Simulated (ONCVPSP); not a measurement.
## Varying the ONCV potential for B (Z = 5)

Base potential:

```
Element                 : boron
Generator               : ONCVPSP 4.0.1
Type                    : optimised norm-conserving Vanderbilt (ONCV)
Functional              : LDA (Perdew-Wang 92)
Relativity              : fully relativistic
Frozen core             : [He]
Valence charge          : 3
Reference configuration : 2s2 2p0.75 (charge +0.25)
Partial waves           : 2s: rc 1.00 bohr, ncon 3, nbas 7, qcut 6 1/bohr, 3 projectors, debl 1.2 Ha; 2p: rc 4.00 bohr, ncon 5, nbas 8, qcut 4.1 1/bohr, 2 projectors, debl 0.5 Ha; d scattering state at 0.24 Ha: rc 3.10 bohr, ncon 5, nbas 10, qcut 3.3 1/bohr, 2 projectors, debl 1.2 Ha
Local potential         : polynomial inside 0.80 bohr (lpopt 5, dvloc0 -1 Ha)
Core correction         : Teter function, fcfact 3.5, rcfact 1.2
```

Open shells are filled in proportion to 2j + 1.

All-electron outer shells of the reference configuration (LDA (PZ), scalar-relativistic, ld1.x):

| shell | level (eV) | outermost node (bohr) | outermost maximum (bohr) |
| --- | --- | --- | --- |
| 1s | -181.41 | – | 0.21 |
| 2s | -11.63 | 0.46 | 1.50 |
| 2p | -5.85 | – | 1.52 |

Cutoffs, loose and tight: the cutoffs (Ha) at which the residual kinetic energy of the hardest occupied pseudo-wave falls to 1 and 0.1 mHa per electron. They do not see the model core or the augmentation charge, which bear on the density cutoff. Test errors are all-electron minus pseudo excitation energies from the reference, over the configurations 2s2 2p1; 2s2 2p0; 2s1 2p0; 2s1 2p1. A dash means not determined; rows that change the core or the reference have their own tests.

A true bound ghost makes a file unfit for plane-wave use even where its test errors are small: the radial tests pick states by their node count and pass the ghost by.

| change | outcome | cutoff, loose | cutoff, tight | bound ghosts | GHOST(+) flags above zero | largest test error (meV) |
| --- | --- | --- | --- | --- | --- | --- |
| base | generated | 12 Ha | 89 Ha | s, d5/2, d3/2 | s, p3/2, p1/2 | +411 |
| core correction Teter function, fcfact 3.5, rcfact 1 | generated | 12 Ha | 89 Ha | s, d5/2, d3/2 | s, p3/2, p1/2 | +422 |
| core correction Teter function, fcfact 3.5, rcfact 1.32 | generated | 12 Ha | 89 Ha | s, d5/2, d3/2 | s, p3/2, p1/2 | +403 |
| core correction Teter function, fcfact 3.5, rcfact 1.46 | generated | 12 Ha | 89 Ha | s, d5/2, d3/2 | s, p3/2, p1/2 | +389 |
| core correction Teter function, fcfact 3.5, rcfact 1.64 | generated | 12 Ha | 89 Ha | s, d5/2, d3/2 | s, p3/2, p1/2 | +365 |

Question: What comes out with this change to the base: core correction Teter function, fcfact 3.5, rcfact 1.88?

Answer: outcome: generated; cutoff, loose: 12 Ha; cutoff, tight: 89 Ha; bound ghosts: s, d5/2, d3/2; GHOST(+) flags above zero: s, p3/2, p1/2; largest test error (meV): +321.

Question: What comes out with this change to the base: core correction Teter function, fcfact 3.5, rcfact 2.06?

Answer: outcome: generated; cutoff, loose: 12 Ha; cutoff, tight: 89 Ha; bound ghosts: s, d5/2, d3/2; GHOST(+) flags above zero: s, p3/2, p1/2; largest test error (meV): +278.

Reading the sweep of the rcfact (base included, trends over the rows without a ghost): Bound ghosts are found at 1, 1.2, 1.32, 1.46, 1.64, 1.88, 2.06. Every judged row has one, so this setting neither creates nor removes them.
